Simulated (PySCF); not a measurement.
Compound: C6H7BN2.
SMILES with atom numbers: `[CH:1]#[C:2][B@@H-:3]([CH3:4])[N+:5]#[C:6][CH2:7][C:8]#[N:9]` (hydrogens: H10 on C1; H11 on B3; H12, H13, H14 on C4; H15, H16 on C7)

Geometry (PBE0-D3(BJ)/def2-SVP, Å), atoms numbered from 1 in this order:
```xyz
16
C6H7BN2 angstrom
C     -3.2571   -0.7701   -0.3800
C     -2.0841   -1.0156   -0.1624
B     -0.5672   -1.3398    0.0969
C      0.2938   -1.7575   -1.2060
N      0.0442    0.0010    0.6537
C      0.4881    0.9836    1.0469
C      1.0070    2.2480    1.5530
C      2.4506    2.2211    1.7760
N      3.5914    2.2200    1.9554
H     -4.2953   -0.5729   -0.5735
H     -0.4143   -2.1072    1.0437
H      1.3612   -1.9074   -0.9757
H      0.2118   -1.0262   -2.0262
H     -0.0976   -2.7152   -1.5829
H      0.4892    2.4896    2.4973
H      0.7584    3.0461    0.8324
```

All values: wB97X-D/def2-SVPD (PySCF, non-relativistic), on one gas-phase PBE0-D3(BJ)/def2-SVP geometry that isn't relaxed in the solvent. The solvent is an IEF-PCM continuum (cavity from Bondi-type radii × 1.2), and excitations are vertical TDDFT with non-equilibrium linear response and a frozen core. Only the electrostatic response of the medium enters.

Gas-phase singlets (H = HOMO, L = LUMO):

| state | E (eV) | λ (nm) | f | leading configuration |
| --- | --- | --- | --- | --- |
| S1 | 4.965 | 250 | 0.004 | H→L 85% |
| S2 | 5.434 | 228 | 0.052 | H→L+1 91% |
| S3 | 5.610 | 221 | 0.020 | H-1→L 88% |
| S4 | 5.897 | 210 | 0.001 | H-1→L+1 94% |
| S5 | 6.168 | 201 | 0.003 | H-2→L 41% |

How does the list change in chloroform (ε = 4.711)?

```json
{"state": "S1", "E (eV)": "5.603", "λ (nm)": "221", "f": "0.007", "leading configuration": "H→L 79%", "change by rank (eV)": "+0.638"}
{"state": "S2", "E (eV)": "6.176", "λ (nm)": "201", "f": "0.085", "leading configuration": "H→L+1 88%", "change by rank (eV)": "+0.742"}
{"state": "S3", "E (eV)": "6.289", "λ (nm)": "197", "f": "0.014", "leading configuration": "H-1→L 65%", "change by rank (eV)": "+0.679"}
{"state": "S4", "E (eV)": "6.418", "λ (nm)": "193", "f": "0.004", "leading configuration": "H→L+7 43%", "change by rank (eV)": "+0.521"}
{"state": "S5", "E (eV)": "6.699", "λ (nm)": "185", "f": "0.004", "leading configuration": "H-1→L+1 63%", "change by rank (eV)": "+0.531"}
```

How do the frontier levels move from gas to chloroform?

```
orbital  gas (eV)  solvent (eV)  change (eV)                   Löwdin shares, gas               Löwdin shares, solvent
 LUMO+2      1.04          1.69        +0.65  C7 23 %, C6 21 %, C8 20 %, H15 10 %   C6 20 %, C8 19 %, B3 18 %, C7 15 %
 LUMO+1      0.37          0.93        +0.56   N5 30 %, C6 29 %, C7 15 %, H16 7 %   C6 32 %, N5 31 %, C7 13 %, H15 5 %
   LUMO      0.07          0.56        +0.49   N5 28 %, C6 26 %, C7 14 %, C8 10 %    C6 28 %, N5 28 %, C7 12 %, C8 9 %
   HOMO     -8.74         -9.08        -0.34    C1 36 %, C2 32 %, B3 11 %, C4 7 %    C1 33 %, C2 29 %, B3 12 %, C4 8 %
 HOMO-1     -9.18         -9.56        -0.38    C1 42 %, C2 42 %, B3 5 %, H10 4 %    C1 42 %, C2 41 %, B3 5 %, H10 4 %
 HOMO-2    -10.51        -10.71        -0.20  B3 23 %, C4 17 %, H11 16 %, C2 14 %  B3 20 %, C2 17 %, C4 16 %, H11 14 %
 HOMO-3    -10.93        -11.07        -0.14    C4 30 %, B3 22 %, C2 12 %, N5 7 %    C4 28 %, B3 21 %, C2 12 %, N5 8 %
```

The HOMO–LUMO gap goes from 8.81 to 9.63 eV. Rows go by rank; for LUMO+2 the atom shares or the degeneracy differ between the runs, so the row needn't follow one orbital.
